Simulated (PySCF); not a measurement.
## Polarisability and C₆ of Cr⁺ (chromium, charge +1)

[Ar] 3d5, high-spin 6S determinant. All numbers are calculated (PySCF 2.14, scalar relativity by spin-free X2C-1e, in aug-cc-pVQZ-DK (9s8p6d4f3g2h, 140 functions)). Coupled (time-dependent) response in atomic units; α is the mean over directions.

```json
{"method": "BP86", "mean α (bohr³)": "15.06", "C₆ (like pair)": "57.33", "S(−4)": "299.7"}
```

S(−4) is the Cauchy moment in α(ω) = α(0) + S(−4) ω² + …

α(iu) at BP86:

```tsv
u (hartree)	α(iu) (bohr³)
0	15.06
0.0500	14.36
0.100	12.75
0.200	9.507
0.300	7.386
0.500	5.096
0.750	3.646
1.00	2.801
1.50	1.843
2.00	1.315
3.00	0.7702
5.00	0.3602
```

A single London oscillator, α(iu) = α/(1 + u²/ω²), gives C₆ = (3/4) ω α². Matching the computed C₆ needs ω = 4 × 57.33 / (3 × 15.06²) = 0.337 hartree.

For an ion, C₆ is the dispersion term alone; charge-induced terms of lower order in 1/R come first.
